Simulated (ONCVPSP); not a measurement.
## Cutoff test, Al (Z = 13), ONCV

Al, optimised norm-conserving Vanderbilt (ONCV), made with ONCVPSP 4.0.1 (PBE, fully relativistic). Core [He], reference 2s2 2p6 (charge +3). Waves: 2s: rc 0.90 bohr, ncon 4, nbas 8, qcut 15.4 1/bohr, 2 projectors, debl 0.7 Ha; 2p: rc 0.70 bohr, ncon 3, nbas 7, qcut 20.6 1/bohr, 2 projectors, debl 3.2 Ha; d scattering state at 0.42 Ha: rc 0.85 bohr, ncon 3, nbas 7, qcut 12.6 1/bohr, 1 projector. Local part: polynomial inside 0.55 bohr (lpopt 3, dvloc0 -1 Ha). Core correction: polynomial model core, fcfact 0.55.

Open shells are filled in proportion to 2j + 1.

In the s channel the program set the typed energies aside and used -5.242, 0.250 Ha. In the p channel the program set the typed energies aside and used -3.821, 0.250 Ha (j = l + 1/2; the other j can differ).

Question: For each optimised wave give the share of its norm inside rc, the residual kinetic energy above qcut (Ha) and the cutoffs (Ha) for errors of 10, 1, 0.1 and 0.01 mHa per electron.

Answer:

```json
{"wave": "2s", "norm inside rc": "0.855", "residual KE": "6.5e-08", "10 mHa": "45.1", "1 mHa": "67.5", "0.1 mHa": "83.9", "0.01 mHa": "96.8"}
{"wave": "s projector 2", "norm inside rc": "0.012", "residual KE": "2.8e-08", "10 mHa": "12.2", "1 mHa": "41.7", "0.1 mHa": "68.3", "0.01 mHa": "86.4"}
{"wave": "2p j=3/2", "norm inside rc": "0.695", "residual KE": "4.6e-07", "10 mHa": "118.9", "1 mHa": "148.1", "0.1 mHa": "171.1", "0.01 mHa": "189.4"}
{"wave": "p projector 2 j=3/2", "norm inside rc": "0.015", "residual KE": "5.3e-08", "10 mHa": "74.8", "1 mHa": "113.4", "0.1 mHa": "146.2", "0.01 mHa": "171.4"}
{"wave": "2p j=1/2", "norm inside rc": "0.697", "residual KE": "4.7e-07", "10 mHa": "119.3", "1 mHa": "148.3", "0.1 mHa": "171.3", "0.01 mHa": "189.6"}
{"wave": "p projector 2 j=1/2", "norm inside rc": "0.015", "residual KE": "5.5e-08", "10 mHa": "75.1", "1 mHa": "113.8", "0.1 mHa": "146.4", "0.01 mHa": "171.2"}
{"wave": "d projector 1 j=5/2", "norm inside rc": "0.018", "residual KE": "2.5e-06", "10 mHa": "17.4", "1 mHa": "36.8", "0.1 mHa": "55.5", "0.01 mHa": "70.5"}
{"wave": "d projector 1 j=3/2", "norm inside rc": "0.034", "residual KE": "3.9e-06", "10 mHa": "20.9", "1 mHa": "41.2", "0.1 mHa": "58.9", "0.01 mHa": "73.1"}
```

The occupied waves need 148 Ha and 171 Ha for 1 and 0.1 mHa. 1 of 4 tests not solved or not reliable.
